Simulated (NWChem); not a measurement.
System: SiN2H5F; SMILES F[SiH](N)N

The following NWChem deck was run.

```
start job
memory heap 200 mb stack 900 mb global 1100 mb
geometry units angstroms noautosym nocenter noautoz
  Si    -0.078546    -0.022315     0.323804
  N      1.532524    -0.356048    -0.147493
  N     -0.487056     1.520699    -0.275722
  F     -0.922126    -1.275188    -0.293986
  H     -0.437904    -0.016297     1.768339
  H      1.867107    -1.310347    -0.202156
  H      2.279949     0.301075     0.036987
  H     -0.280982     1.784895    -1.232147
  H     -1.255007     2.053799     0.113258
end
basis spherical
  * library def2-svpd
end
dft
  xc pbe0
  iterations 150
end
property
  response 1 0.0
end
task dft property
```

Geometry: optimised at PBE0/def2-SVP.

Static field.

Question: What results follow from this input? (PBE0/def2-SVPD.) Quantities: isotropic polarisability (bohr³); anisotropy (bohr³).

Answer: 
```yaml
isotropic polarisability (bohr³): 42.9
anisotropy (bohr³): 6.2
```
